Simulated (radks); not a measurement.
Te I, 52 electrons, occupied as [Kr] 4d9.5 5s2 5p4.5 (fractional occupations, a model configuration). Calculated with a radial shooting solver on a logarithmic mesh with Libxc functionals: scalar-relativistic Kohn-Sham, PBE, spin-polarised, spherical densities, point nucleus; open shells are filled with parallel spins first (spin-orbit coupling, left out, can overturn this in heavy ions).

X-ray form factor f0, the Fourier transform of the density (f0(0) = 52):

| sin(theta)/lambda (1/angstrom) | f0 (electrons) |
|---|---|
| 0.05 | 50.901 |
| 0.1 | 48.141 |
| 0.15 | 44.758 |
| 0.2 | 41.474 |
| 0.25 | 38.530 |
| 0.3 | 35.911 |
| 0.4 | 31.355 |
| 0.5 | 27.483 |
| 0.6 | 24.289 |
| 0.8 | 19.813 |
| 1 | 16.969 |
| 1.25 | 14.203 |
| 1.5 | 11.709 |
| 2 | 7.916 |
